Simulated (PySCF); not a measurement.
Input of a response calculation (the driver script's job line, then coordinates in Å):

```
{"job": {"kind": "uv", "xc": "PBE0", "basis": "def2-SVPD", "nstates": 8, "ntriplets": 3}, "charge": 0, "multiplicity": 1}
C     -2.227136     1.250328    -0.656007
N     -1.394342     0.560421    -0.018821
C     -1.473057    -0.823317     0.078141
C     -2.609202    -1.474801     0.342387
O     -0.303404    -1.468780     0.019978
Si     1.157821    -1.061823    -0.585956
N      1.580029     0.539884    -0.163327
C      2.858265     1.151672    -0.418919
H     -3.053888     0.839909    -1.240342
H     -2.120623     2.325655    -0.632016
H     -3.541834    -0.952126     0.438787
H     -2.603099    -2.534114     0.515806
H      1.145601    -1.133427    -2.052011
H      1.924160    -2.150772     0.021707
H      1.056491     1.005136     0.563074
H      3.527296     1.093628     0.446538
H      3.334247     0.635331    -1.248898
H      2.733918     2.203513    -0.686536
```

Theory: TDDFT PBE0/def2-SVPD, vertical, gas phase, core orbitals frozen in the response (PySCF 2.14.0, density-fitted response routines). Job line and output are in the format of a driver script around the code.

Question: What does the script print for it, SCF cycles aside?

Answer: 
```
converged SCF energy = -631.8174368444

Static polarisability (au): isotropic 95.978, principal 71.757 100.517 115.660

Singlet excitations
state   eV       nm        f      main configurations
  1   4.0930    302.9   0.05398   H->L 0.85, H-2->L 0.10
  2   4.4506    278.6   0.02377   H-1->L 0.94
  3   5.0497    245.5   0.01759   H-2->L 0.87, H->L 0.09
  4   5.6574    219.2   0.00082   H->L+1 0.53, H-1->L+1 0.43
  5   6.0550    204.8   0.00795   H->L+2 0.84
  6   6.1541    201.5   0.00784   H-1->L+2 0.58, H->L+1 0.20, H-1->L+1 0.16
  7   6.2465    198.5   0.06107   H-1->L+1 0.33, H-1->L+2 0.30, H->L+1 0.24
  8   6.7702    183.1   0.09289   H->L+3 0.69, H-1->L+3 0.15

Triplet excitations (Tamm-Dancoff, eV): 3.0218 3.9929 4.4541
```

Geometry: GFN2-xTB, one conformer, isolated molecule.

H and L stand for HOMO and LUMO.

Time: 32 s; peak memory 1.1 GiB. Hardware: an AMD EPYC 9R45 with one thread, on a shared host.

Shape of the structure used: `[CH2:1]=[N:2][C:3](=[CH2:4])[O:5][SiH2:6][NH:7][CH3:8]`: C1–N2–C3–C4 -45°, N2–C3–O5–Si6 -22°, C3–O5–Si6–N7 44°, O5–Si6–N7–C8 173°.
